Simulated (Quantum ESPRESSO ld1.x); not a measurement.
The numbers below are computed, except where a source is named.
As IV, 30 electrons, occupied as [Ar] 3d10 4s2 (the NIST ground configuration). Level of theory: Dirac Kohn-Sham, PBE, spin-unpolarised, spherical densities, point nucleus (ld1.x of Quantum ESPRESSO 7.5).

Radial electron density D(r) = 4 pi r^2 rho(r):

```
   r/bohr * D(r) (the largest magnitude, 47.6, reaches the edge; | marks zero)
 0.004303 |     *
  0.00493 |      *
 0.005603 |        *
 0.006368 |          *
 0.007295 |            *
 0.008292 |               *
 0.009424 |                  *
   0.0108 |                     *
  0.01227 |                         *
  0.01395 |                             *
  0.01585 |                                 *
  0.01816 |                                     *
  0.02064 |                                        *
  0.02346 |                                           *
  0.02688 |                                             *
  0.03055 |                                              *
  0.03472 |                                              *
  0.03978 |                                             *
  0.04521 |                                          *
  0.05138 |                                        *
   0.0584 |                                      *
   0.0669 |                                     *
  0.07604 |                                      *
  0.08642 |                                         *
  0.09901 |                                             *
   0.1125 |                                                 *
   0.1279 |                                                     *
   0.1465 |                                                      *
   0.1665 |                                                    *
   0.1893 |                                               *
   0.2151 |                                        *
   0.2465 |                                 *
   0.2801 |                            *
   0.3184 |                           *
   0.3648 |                             *
   0.4146 |                                *
   0.4712 |                                  *
   0.5398 |                                  *
   0.6135 |                              *
   0.6973 |                         *
   0.7925 |                  *
    0.908 |            *
    1.032 |        *
    1.173 |     *
    1.344 |   *
    1.527 |  *
    1.736 | *
    1.989 |*
     2.26 |*
    2.569 |*
     2.92 *
    3.345 *
    3.802 *
    4.321 *
    4.951 *
    5.627 *
```

D(r) has 3 maxima, at r = 0.0318, 0.143, 0.494 bohr, and minima at 0.0669, 0.311 bohr, inside which lie 2.09, 10.98 electrons.
